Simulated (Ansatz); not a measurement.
A run on C3H8F3NZr, SMILES `CC(C)[NH][Zr]([F])([F])[F]` with other settings.

```yaml
crystal:
  periodic: [false, false, false]
  atoms:
    - {symbol: C, position_ang: [-0.012784, -0.611340, -1.904238]}
    - {symbol: C, position_ang: [0.193966, -0.787237, -0.408278]}
    - {symbol: C, position_ang: [1.429558, -0.041999, 0.069519]}
    - {symbol: N, position_ang: [-0.965468, -0.324026, 0.343247]}
    - {symbol: Zr, position_ang: [-1.046278, 1.096181, 1.767680]}
    - {symbol: F, position_ang: [0.090080, 0.610082, 3.228960]}
    - {symbol: F, position_ang: [-0.409661, 2.757826, 1.062495]}
    - {symbol: F, position_ang: [-2.873107, 1.205154, 2.293592]}
    - {symbol: H, position_ang: [-0.137894, 0.446944, -2.148132]}
    - {symbol: H, position_ang: [0.842431, -0.998122, -2.464407]}
    - {symbol: H, position_ang: [-0.904352, -1.145594, -2.242550]}
    - {symbol: H, position_ang: [0.345741, -1.856762, -0.203484]}
    - {symbol: H, position_ang: [1.604010, -0.197875, 1.139135]}
    - {symbol: H, position_ang: [2.320678, -0.388746, -0.455800]}
    - {symbol: H, position_ang: [1.336426, 1.032557, -0.126609]}
    - {symbol: H, position_ang: [-1.813356, -0.797033, 0.048858]}
basis:
  gaussian: {orbitals: ANO-RCC-VTZP}
total_charge: 1
magnetization: {spin_polarized: false, initial_magnetization: 1}
hamiltonian: {xc: {name: LC-wPBE}}
scf: {lower_state_search: full}
output: {forces: true}
```

```sh
$ ansatz run in.yaml --threads 2 --pin off --events-out ev --progress --plain --max-ram 32768MiB --backend cuda --devices 0, --max-vram 18GiB
```

Output, abridged:

```
Functional definition: LC-wPBE
2554 factors; their error is unknown
884 factors; integrals over basis functions are off by at most 1.2e-5 eV
mean field evaluation 1: about -110777.4307 eV, gradient 1.0e2 eV
mean field evaluation 2: about -110758.4232 eV, gradient 1.6e2 eV
mean field evaluation 4: about -110795.2554 eV, gradient 5.6e0 eV
mean field evaluation 8: about -110795.3742 eV, gradient 2.0e-1 eV
mean field evaluation 16: about -110795.3370 eV, gradient 3.9e-3 eV
mean field evaluation 224: about -110795.3370 eV, gradient 4.3e-2 eV
mean field evaluation 256: about -110795.3370 eV, gradient 4.3e-4 eV
mean field evaluation 352: about -110795.3370 eV, gradient 5.5e-4 eV
mean field -110795.33699710 eV, -4071.6535348668 hartree, gradient 3.6e-5 eV, S^2 0.750000; 8 other end points of the search recorded, 0 dependent functions left out
reference -110795.33699712 eV, -4071.6535348673 hartree; 50, 49 occupied and 340, 341 virtual orbitals, 2554 factors
Total energy: -110795.33699712 eV, -4071.6535348673 hartree
Relativity: scalar
Atom 0 at    -0.012784    -0.611340    -1.904238 Å, force    -0.779815     0.016707    -0.546526 eV/Å
Atom 1 at     0.193966    -0.787237    -0.408278 Å, force     0.635901     0.729148     0.627997 eV/Å
Atom 2 at     1.429558    -0.041999     0.069519 Å, force    -0.027346     0.155845     0.256755 eV/Å
Atom 3 at    -0.965468    -0.324026     0.343247 Å, force     0.860618    -3.103647    -3.195788 eV/Å
Atom 4 at    -1.046278     1.096181     1.767680 Å, force     0.209976     4.200997     4.176327 eV/Å
Atom 5 at     0.090080     0.610082     3.228960 Å, force    -0.882227     0.145105    -1.176081 eV/Å
Atom 6 at    -0.409661     2.757826     1.062495 Å, force    -0.527770    -1.332529     0.297311 eV/Å
Atom 7 at    -2.873107     1.205154     2.293592 Å, force     1.185867    -0.223584    -0.494599 eV/Å
Atom 8 at    -0.137894     0.446944    -2.148132 Å, force     0.084297    -0.120724     0.031669 eV/Å
Atom 9 at     0.842431    -0.998122    -2.464407 Å, force    -0.067369     0.020933     0.317902 eV/Å
Atom 10 at    -0.904352    -1.145594    -2.242550 Å, force     0.107363     0.024944    -0.064757 eV/Å
Atom 11 at     0.345741    -1.856762    -0.203484 Å, force    -0.473485    -0.112136     0.073955 eV/Å
Atom 12 at     1.604010    -0.197875     1.139135 Å, force     0.078772    -0.022769    -0.071348 eV/Å
Atom 13 at     2.320678    -0.388746    -0.455800 Å, force    -0.147134     0.022268     0.065775 eV/Å
Atom 14 at     1.336426     1.032557    -0.126609 Å, force     0.070814    -0.088661    -0.050616 eV/Å
Atom 15 at    -1.813356    -0.797033     0.048858 Å, force    -0.328461    -0.311897    -0.247975 eV/Å
Dipole moment:     0.171432    -1.146896    -1.211394 e Å
```

Hardware: 2 threads of an AMD EPYC 7R13 on a shared host and a share of an NVIDIA H100 80 GB. Wall time 92 s, peak host memory 1.8 GiB.
